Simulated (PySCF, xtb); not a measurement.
SnCl₃, SMILES [Cl][Sn-]([Cl])[Cl], charge -1.

Harmonic wavenumbers (cm⁻¹) from GFN2-xTB (xtb) at its own minimum, in rising order: 84, 84, 92, 241, 241, 280.

Q: What does B3LYP-D3(BJ)/def2-SVPD (PySCF) give at its own minimum? (The exact figures need the calculation; the answer reports its results.)

A: 86, 86, 104, 255, 255, 281. Paired by order, the mean absolute difference is 7 cm⁻¹ and the zero-point energies are 1.5 and 1.5 kcal/mol.
